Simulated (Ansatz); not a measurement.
Species: H4OSi, SMILES `O[SiH3]` (charge 0, multiplicity 1).

Problem. Give a relaxed geometry from B3LYP-D3(BJ)/def2-TZVP run with Ansatz (a program for electronic structure).

Solution. the end point of this relaxation (outside a Z-matrix the atoms follow the SMILES, hydrogens last).
Z-matrix (Å, degrees):
```
Si
O 1 1.6528
H 2 0.9599 1 118.60
H 1 1.4758 2 105.81 3 180.00
H 1 1.4841 4 109.92 2 -120.67
H 1 1.4841 4 109.92 5 -118.67
```
